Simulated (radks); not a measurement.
Effect of the nuclear size on the platinum ion Pt2+, [Xe] 4f14 5d8. Calculated with a radial shooting solver on a logarithmic mesh with Libxc functionals: Dirac Kohn-Sham, relativistic LDA (MacDonald-Vosko exchange, VWN5 correlation), spin-unpolarised, spherical densities, finite nucleus; open shells fill j = l - 1/2 first; Fermi nuclear charge, rms radius 5.427 fm. The rms radius is varied about that value; shifts are against it.

[
 {"rms radius (fm)": "4.7432", "total energy shift (eV)": "-20.5", "density at nucleus (e/bohr^3)": "2.049e+06", "1s1/2 shift (meV)": "-8200", "2s1/2 shift (meV)": "-1200", "5s1/2 shift (meV)": "-13.5", "5p1/2 shift (meV)": "-0.245", "5d5/2 shift (meV)": "0.122", "6s1/2 (empty) shift (meV)": "-1.80", "6p1/2 (empty) shift (meV)": "-0.086"},
 {"rms radius (fm)": "5.1122", "total energy shift (eV)": "-9.66", "density at nucleus (e/bohr^3)": "1.99e+06", "1s1/2 shift (meV)": "-3860", "2s1/2 shift (meV)": "-565", "5s1/2 shift (meV)": "-6.34", "5p1/2 shift (meV)": "-0.116", "5d5/2 shift (meV)": "0.057", "6s1/2 (empty) shift (meV)": "-0.846", "6p1/2 (empty) shift (meV)": "-0.041"},
 {"rms radius (fm)": "5.427", "total energy shift (eV)": "0", "density at nucleus (e/bohr^3)": "1.944e+06", "1s1/2 shift (meV)": "0.000", "2s1/2 shift (meV)": "0.000", "5s1/2 shift (meV)": "0.000", "5p1/2 shift (meV)": "0.000", "5d5/2 shift (meV)": "0.000", "6s1/2 (empty) shift (meV)": "0.000", "6p1/2 (empty) shift (meV)": "0.000"},
 {"rms radius (fm)": "5.8503", "total energy shift (eV)": "13.5", "density at nucleus (e/bohr^3)": "1.888e+06", "1s1/2 shift (meV)": "5410", "2s1/2 shift (meV)": "792", "5s1/2 shift (meV)": "8.89", "5p1/2 shift (meV)": "0.163", "5d5/2 shift (meV)": "-0.080", "6s1/2 (empty) shift (meV)": "1.19", "6p1/2 (empty) shift (meV)": "0.057"},
 {"rms radius (fm)": "6.5233", "total energy shift (eV)": "36.3", "density at nucleus (e/bohr^3)": "1.81e+06", "1s1/2 shift (meV)": "14500", "2s1/2 shift (meV)": "2120", "5s1/2 shift (meV)": "23.9", "5p1/2 shift (meV)": "0.439", "5d5/2 shift (meV)": "-0.215", "6s1/2 (empty) shift (meV)": "3.18", "6p1/2 (empty) shift (meV)": "0.153"}
]

Slopes of the eigenvalues against <r^2> in GHz/fm^2, as finite differences over the two radii next to the reference (eigenvalue slopes, not the field-shift constants of lines): 1s1/2 277000, 2s1/2 40500, 5s1/2 455, 5p1/2 8.32, 5d5/2 -4.11, 6s1/2 (empty) 60.7, 6p1/2 (empty) 2.91.
